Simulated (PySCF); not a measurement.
Precursor series Hf NH2-H. All species are isolated molecules in the gas phase. One relaxed conformer stands for each flexible species; it need not be the lowest.

The HOMO–LUMO gap from two functionals at the same geometries (r2SCAN-D4/def2-SVP), both in PySCF: PBE-D3(BJ)/def2-TZVP and TPSSh-D3(BJ)/def2-TZVP. 

| species | TPSSh-D3(BJ)/def2-TZVP (eV) |
|---|---|
| 1 of 4 NH2 replaced by H | 6.14 |
| 2 of 4 NH2 replaced by H | 5.62 |
| 3 of 4 NH2 replaced by H ([Hf(NH2)(H)3]) | 5.31 |
| 4 of 4 NH2 replaced by H ([Hf(H)4]) | 5.42 |

What does PBE-D3(BJ)/def2-TZVP give for each?


- 1 of 4 NH2 replaced by H: 4.97
- 2 of 4 NH2 replaced by H: 4.38
- 3 of 4 NH2 replaced by H ([Hf(NH2)(H)3]): 4.02
- 4 of 4 NH2 replaced by H ([Hf(H)4]): 4.05
Over these rows, drawn at random from the members with no instability flagged (it was tested for open shells, ions and some series alone), PBE minus TPSSh-D3(BJ): mean -1.27 eV, from -1.37 eV to -1.16 eV.
